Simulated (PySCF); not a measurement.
Ho(III) with more and more OH

Computed with PySCF 2.14.0, PBE0, def2-SVP on the ligands, density fitting, scalar-relativistic core potentials, no spin-orbit coupling, vacuum. The metal has lcecp-1-SVP with ECP56. Each complex is relaxed within the symmetry of its template. Distances are means of the shortest metal–ligand contacts, charges and spins Mulliken's; removal energies are rigid, with the ligand's formal charge and no counterpoise, so too large; for an anion taken off a cation in vacuum most of it is the attraction of opposite charges, and multiply charged cations can part far more cheaply with an electron moved from ligand to metal. lcecp potentials hold a fixed number of 4f electrons in the core, out of states, spins and gaps.

```csv
complex,point group,M–OH (Å),charge on M (e),removal of one OH (eV),"strongest infrared band, degenerate modes summed (cm⁻¹)",unstable modes (below −25 cm⁻¹)
[Ho(OH)2]+,C2v,1.944,1.38,17.86,3942,0
[Ho(OH)4]−,S4,2.104,0.78,5.73,518,"0 (lowest -22 cm⁻¹, within noise)"
```

Question: What does the calculation give for Ho(OH)3?

Answer: point group: D3h, M–OH (Å): 2.035, charge on M (e): 1.06, removal of one OH (eV): 11.33, strongest infrared band, degenerate modes summed (cm⁻¹): 377, unstable modes (below −25 cm⁻¹): 0.
```xyz
7

Ho    0.0000    0.0000    0.1439
O     2.0348    0.0000    0.1445
H     2.9899    0.0000    0.1461
O    -1.0174    1.7622    0.1445
H    -1.4950    2.5894    0.1461
O    -1.0174   -1.7622    0.1445
H    -1.4950   -2.5894    0.1461
```

The more ligands, the longer each bond and the weaker the last ligand is held.

Members with unstable modes aren't minima as they stand: saddle points kept by symmetry or, where the modes are soft, flat surfaces and noise. One start shape was tried for each, so a minimum needn't be the lowest isomer.
